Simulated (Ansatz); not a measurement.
Basis sets compared for SbMe2(OEt) (C4H11OSb). Total charge 0; singlet. Geometry PBE-D4/def2-SVP. Ansatz on 4 threads of Intel Xeon Platinum 8259CL on a shared host; times are rough, and most runs start from earlier orbitals.

```xyz
17

C     1.560   -1.266    1.681
C     1.308   -1.685   -1.450
C    -0.846    1.698   -0.197
C    -2.364    1.682   -0.075
O    -0.372    0.384    0.028
Sb    1.630    0.001   -0.097
H     0.540   -1.696    1.724
H     1.748   -0.666    2.591
H     2.312   -2.076    1.610
H     1.292   -1.338   -2.501
H     0.326   -2.125   -1.190
H     2.109   -2.441   -1.325
H    -0.424    2.430    0.539
H    -0.562    2.083   -1.210
H    -2.788    2.694   -0.239
H    -2.804    0.990   -0.821
H    -2.667    1.332    0.933
```

In the def2 sets Sb takes a core potential; there is no spin–orbit coupling.

Binding counts from free atoms (C triplet, O triplet, Sb quartet, H doublet) in the same basis, without a counterpoise term.

```csv
level,functions,energy (Eh),HOMO (eV),LUMO (eV),binding per atom (eV),wall time
PBE-D4/def2-SVP,151,-474.0372,-5.39,-1.29,3.89,1.8 s
PBE0-D4/def2-SVP,151,-474.0775,-6.68,-0.51,3.82,2.2 s
```

Question: Estimate the rows for PBE-D4/def2-TZVP (with forces), PBE0-D4/def2-TZVP.

Answer: 
```csv
level,functions,energy (Eh),HOMO (eV),LUMO (eV),binding per atom (eV),wall time
PBE-D4/def2-TZVP (with forces),271,-474.3205,-5.64,-1.52,3.88,3.8 s
PBE0-D4/def2-TZVP,271,-474.3539,-6.79,-0.73,3.81,7 s
```
